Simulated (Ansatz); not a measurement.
Abridged output of a molecular run in Ansatz:

```
Functional definition: HF
2840 factors; integrals over basis functions are off by at most 1.1e-3 eV
mean field evaluation 1: about -12512.9099 eV, gradient 4.7e1 eV
mean field evaluation 2: about -12513.4953 eV, gradient 4.7e1 eV
mean field evaluation 4: about -12519.1147 eV, gradient 7.3e0 eV
mean field evaluation 8: about -12519.2350 eV, gradient 3.0e-1 eV
mean field -12519.23535333 eV, -460.0734133925 hartree, gradient 1.3e-6 eV, S^2 0.000000; 0 other end points of the search recorded, 0 dependent functions left out
9 core orbitals not correlated: weight in the atoms' cores, before any rotation towards them, 1.000 or more for the frozen orbitals, at most 0.000 for the correlated occupied ones
reference -12519.23535333 eV, -460.0734133925 hartree; 28, 28 occupied and 438, 438 virtual orbitals, 2840 factors
second order -47.65277121 eV of doubles, -0.00000000 eV of singles
cycle   1  -48.20506732 eV  change   -5.5e-1 eV  update   1.4e-1
cycle   2  -49.31785207 eV  change    -1.1e0 eV  update   3.9e-2
cycle   3  -49.55903367 eV  change   -2.4e-1 eV  update   1.9e-2
cycle   4  -49.54193330 eV  change    1.7e-2 eV  update   4.0e-3
cycle   5  -49.54124023 eV  change    6.9e-4 eV  update   1.8e-3
cycle   6  -49.54280488 eV  change   -1.6e-3 eV  update   5.5e-4
cycle   7  -49.54254849 eV  change    2.6e-4 eV  update   2.4e-4
cycle   8  -49.54239155 eV  change    1.6e-4 eV  update   7.2e-5
cycle   9  -49.54240498 eV  change   -1.3e-5 eV  update   2.8e-5
perturbative correction -1.92568566 eV, -0.0707676429 hartree
Total energy: -12570.70344398 eV, -461.9648308374 hartree
```

Its atoms:

Z-matrix (Å, degrees):
```
C
O 1 1.401
H 1 1.090 2 107.4
H 1 1.099 2 111.2 3 -119.0
H 1 1.098 2 112.6 3 119.4
C 2 1.411 1 113.4 3 179.1
C 6 1.517 2 114.4 1 82.7
H 6 1.094 2 106.6 1 -157.0
H 6 1.101 2 109.8 1 -40.4
O 7 1.407 6 114.4 2 78.8
H 7 1.094 6 108.2 2 -164.7
H 7 1.098 6 110.9 2 -47.6
C 10 1.408 7 117.1 6 -67.6
C 13 1.520 10 114.9 7 -54.8
H 13 1.093 10 104.6 7 -176.1
H 13 1.098 10 111.8 7 67.9
O 14 1.403 13 115.0 10 -45.2
H 14 1.103 13 107.3 10 -169.1
H 14 1.091 13 110.5 10 74.4
C 17 1.402 14 114.1 13 -60.0
H 20 1.100 17 111.4 14 -53.1
H 20 1.090 17 107.1 14 -171.8
H 20 1.096 17 112.0 14 69.1
```

(1) Which basis set was used?
A. def2-TZVPP
B. cc-pV(D+d)Z
C. def2-SVP
D. def2-QZVPP

(2) Write the keys of the input that set method, charge and spin (a neutral closed shell needs none for the last two).

Answers

(1) A. It gives 475 functions.

(2) 
```yaml
correlation: {method: ccsd_t}
```
